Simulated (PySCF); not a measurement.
Magnetic susceptibility: `C=C[C@@H]1CC=C(C=O)O1`, C₇H₈O₂

Cartesian coordinates in Å; atom numbers follow the order of the lines, from 1:
```xyz
17

C    -2.829   -0.605   -0.504
C    -1.516   -0.482   -0.513
C    -0.706   -0.008    0.658
C    -0.052    1.371    0.377
C     1.404    1.035    0.412
C     1.550   -0.265    0.707
C     2.785   -1.031    0.850
O     3.894   -0.579    0.717
O     0.373   -0.926    0.899
H    -3.413   -0.382    0.374
H    -3.375   -0.929   -1.372
H    -0.934   -0.715   -1.394
H    -1.326    0.010    1.561
H    -0.313    2.114    1.133
H    -0.355    1.764   -0.596
H     2.196    1.733    0.232
H     2.608   -2.093    1.098
```

Method: PySCF, GIAO PBE0/pcSseg-1 magnetisability, rotational g tensor and spin-rotation constants, non-relativistic, gas phase. Geometry: GFN2-xTB.

Problem. What are the magnetisability and the molar susceptibility?

Solution. Isotropic -1042 × 10⁻³⁰ J/T², or -62.8 × 10⁻⁶ cm³/mol; principal values -1148, -1109, -869 × 10⁻³⁰ J/T², anisotropy 261 × 10⁻³⁰ J/T² (root of half the summed squared differences of the principal values). The susceptibility is in cgs units.

Problem. Split it along the inertial axes a, b, c into diamagnetic and paramagnetic parts about the centre of mass, with the quadrupole moment.

Solution. 
```tsv
axis	χ (10⁻⁶ cm³/mol)	diamagnetic (10⁻⁶ cm³/mol)	paramagnetic (10⁻⁶ cm³/mol)	summed x² of all electrons (Å²)	quadrupole Θ (D Å)
a	-56.3	-372.6	316.3	304.8	-9.38
b	-65.1	-1399.5	1334.4	62.7	+4.94
c	-66.9	-1559.3	1492.4	25.1	+4.44
```
Anisotropies 2χaa − χbb − χcc = +19.4 and 2χbb − χaa − χcc = -6.9 × 10⁻⁶ cm³/mol. Θ is traceless in Buckingham's convention.

Problem. And the rotational g tensor?

Solution. 
| axis | rotational constant (GHz) | g | nuclear part | electronic part |
| --- | --- | --- | --- | --- |
| a | 4.6830 | -0.0764 | 0.6195 | -0.6959 |
| b | 0.9062 | -0.0146 | 0.5534 | -0.5681 |
| c | 0.8104 | -0.0123 | 0.5559 | -0.5682 |

Asymmetric top; isotopes 12C, 1H, 16O; no vibrational averaging.
